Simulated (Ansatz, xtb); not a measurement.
## C6H5N3: 3 structures ranked

3 gas-phase structures of C6H5N3, from a drawn sample of its isomers (lower ones may exist). Each was relaxed with GFN2-xTB:

A. `Cc1cnc(C#N)cn1`, a singlet
B. `Cc1nccnc1C#N`, a singlet
C. `Cc1cncc(C#N)n1`, a singlet

Q: Which do you expect lowest at r2SCAN-D4/def2-SVP, and how would the others follow?

A: Calculated order at r2SCAN-D4/def2-SVP: B (0.0), A (0.7), C (1.0) kcal/mol. Less than 1 kcal/mol parts B and A; A and C, so the order within those pairs means little.

Energies above the lowest of each column, in kcal/mol; the last columns are at B3LYP/def2-SVP geometries:

| structure | GFN2-xTB | HF/STO-3G | r2SCAN-D4/def2-SVP | B3LYP/def2-SVP | CCSD(T)/def2-SVP + ΔMP2/def2-TZVPP |
| --- | --- | --- | --- | --- | --- |
| B | 0.0 | 0.0 | 0.0 | 0.0 | 0.0 |
| A | 0.3 | 0.0 | 0.7 | 0.1 | 0.7 |
| C | 0.5 | 0.2 | 1.0 | 0.4 | 0.8 |

Every level run on B puts it lowest or level with the lowest. ΔMP2 is the change of the MP2 energy from the smaller to the larger basis.

Programs: Ansatz 0.2.0, xtb 6.7.1.
